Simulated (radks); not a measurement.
Isoelectronic series with 7 electrons, each ion in its NIST ground configuration. All-electron calculation, scalar-relativistic Kohn-Sham, r2SCAN, spin-unpolarised, spherical densities, finite nucleus; meta-GGA in the generalised Kohn-Sham scheme; Fermi nuclear charge, rms radius of each element as measured or else 0.836 A^(1/3) + 0.57 fm. Program: a radial shooting solver on a logarithmic mesh with Libxc functionals. Total energies (hartree) and mean radii <r> (bohr):

ion    configuration  E (hartree)      2p      2s
N       [He] 2s2 2p3    -54.45748   1.479   1.320
F2+     [He] 2s2 2p3    -97.62168  0.8969  0.9164
Al6+    [He] 2s2 2p3   -223.27451  0.5154  0.5665
Cl10+   [He] 2s2 2p3   -401.55660  0.3632  0.4097
K12+    [He] 2s2 2p3   -510.56212  0.3165  0.3597
Sc14+   [He] 2s2 2p3   -632.89890  0.2805  0.3205

Estimate the row of P8+ ([He] 2s2 2p3).

Answer. E (hartree) -305.81383; 2p 0.4260; 2s 0.4756.
